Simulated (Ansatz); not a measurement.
The cluster SnTe₂⁺, relaxed as a doublet with UKS PBE0-D4/def2-SVP in Ansatz, starting from the GFN1-xTB geometry. Force threshold 0.02 eV/Å.

In the def2 sets Sn, Te take a core potential; there is no spin–orbit coupling. The structure comes from a short search, and lower isomers may exist.

Start:

```xyz
3

Sn    0.693    1.475   -0.141
Te    0.644   -1.123    0.902
Te   -1.337   -0.352   -0.761
```

(1) Estimate the energy that the relaxation releases and the steps that it takes.

(2) Does the start keep its bonding and symmetry?

(3) Predict the relaxed structure.

## Answers

(1) 1.1 kJ/mol, in 4 steps; 13 s on 4 threads of Arm Neoverse V1 on a shared host. No frequencies were taken in this run, so the end may be a saddle point.

(2) By distances, no bond broke or formed. The bond that changes most is Sn1–Te2, from 2.80 to 2.84 Å (atoms count from 1). Point group C2v at the start, C2v at the end, both within 0.05 Å.

(3) 
Cartesian coordinates in Å:
```
Sn 0.706 1.503 -0.144
Te 0.634 -1.136 0.900
Te -1.340 -0.367 -0.756
```
Bond lengths: 2 × Sn–Te 2.84 Å; 1 × Te–Te 2.69 Å.
